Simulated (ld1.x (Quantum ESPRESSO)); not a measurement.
## An all-electron radial function and its pseudo partner (Te (Z = 52))

Columns: radius, all-electron u(r) and pseudo u(r) of the 5p shell (level -22.59 eV) of tellurium in the configuration [Kr] 4d10 5s2 5p2; LDA (PZ), scalar-relativistic, PAW scheme, ld1.x (Quantum ESPRESSO) 7.5.

| r (bohr) | all-electron | pseudo |
| --- | --- | --- |
| 0.120 | 0.0086 | -0.0093 |
| 0.240 | -0.2337 | -0.0367 |
| 0.360 | -0.0288 | -0.0806 |
| 0.480 | 0.2357 | -0.1385 |
| 0.600 | 0.3597 | -0.2072 |
| 0.720 | 0.3348 | -0.2829 |
| 0.840 | 0.2138 | -0.3618 |
| 0.960 | 0.0487 | -0.4401 |
| 1.080 | -0.1246 | -0.5142 |
| 1.200 | -0.2856 | -0.5813 |
| 1.320 | -0.4240 | -0.6391 |
| 1.440 | -0.5361 | -0.6862 |
| 1.560 | -0.6220 | -0.7219 |
| 1.680 | -0.6835 | -0.7462 |
| 1.800 | -0.7236 | -0.7599 |
| 1.920 | -0.7451 | -0.7638 |
| 2.040 | -0.7513 | -0.7593 |
| 2.160 | -0.7450 | -0.7473 |
| 2.280 | -0.7288 | -0.7291 |
| 2.400 | -0.7049 | -0.7049 |
| 2.520 | -0.6754 | -0.6754 |
| 2.640 | -0.6418 | -0.6418 |
| 2.760 | -0.6056 | -0.6056 |
| 2.880 | -0.5679 | -0.5679 |
| 3.000 | -0.5297 | -0.5297 |
| 3.120 | -0.4916 | -0.4916 |

Q: How many radial nodes do the two functions have?

A: The all-electron 5p function has n − l − 1 = 3; the pseudo-wave has 0, since the states of the same l below it are removed with the core.

Q: At about which radius was the pseudo-wave matched?

A: 2.40 bohr, where the columns begin to agree (steps of 0.12 bohr).

Q: Is the pseudo-wave norm-conserving?

A: No, it belongs to a PAW set: the norm inside the radius is not constrained, and the difference is carried by the augmentation charge.
